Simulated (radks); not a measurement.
Values are calculated unless marked as measured or tabulated.
Task: Radial electron density D(r) = 4 pi r^2 rho(r) of an atom or ion with 3 electrons. Code: a radial shooting solver on a logarithmic mesh with Libxc functionals. Model: scalar-relativistic Kohn-Sham, LB94 model potential, spin-polarised, spherical densities, finite nucleus; Fermi nuclear charge, rms radius of each element as measured or else 0.836 A^(1/3) + 0.57 fm.

```
   r/bohr * D(r) (the largest magnitude, 62.6, reaches the edge; | marks zero)
 0.001637 |   *
 0.001802 |    *
 0.001983 |    *
 0.002183 |     *
 0.002403 |      *
 0.002624 |        *
 0.002888 |         *
 0.003179 |          *
   0.0035 |            *
 0.003852 |              *
  0.00424 |                *
 0.004668 |                   *
 0.005097 |                     *
  0.00561 |                        *
 0.006176 |                           *
 0.006798 |                              *
 0.007483 |                                  *
 0.008237 |                                     *
 0.009067 |                                        *
 0.009901 |                                           *
   0.0109 |                                              *
    0.012 |                                                 *
  0.01321 |                                                   *
  0.01454 |                                                     *
    0.016 |                                                      *
  0.01761 |                                                      *
  0.01923 |                                                     *
  0.02117 |                                                   *
   0.0233 |                                                *
  0.02565 |                                            *
  0.02824 |                                        *
  0.03108 |                                   *
  0.03421 |                             *
  0.03736 |                        *
  0.04113 |                    *
  0.04527 |                *
  0.04983 |            *
  0.05485 |          *
  0.06038 |         *
  0.06646 |        *
  0.07258 |        *
  0.07989 |         *
  0.08794 |         *
   0.0968 |        *
   0.1066 |        *
   0.1173 |       *
   0.1291 |     *
    0.141 |    *
   0.1552 |   *
   0.1708 | *
    0.188 |*
    0.207 |*
   0.2278 *
   0.2508 *
   0.2739 *
   0.3015 *
   0.3318 *
   0.3653 *
```

What is the nuclear charge?

Result: Z = 54. The innermost maximum, from 1s, lies near gamma/Z bohr with gamma = sqrt(1 - (Z/c)^2) = 0.919, here 0.017 bohr (found: 0.0168), and its height grows with Z. The density is that of the xenon ion Xe51+ in [He] 2s1; the configuration itself is not fixed sharply by these data, and Z only to a few units. D(r) has 2 maxima, at r = 0.0168, 0.0865 bohr, and minima at 0.0703 bohr, inside which lie 2.14 electrons.
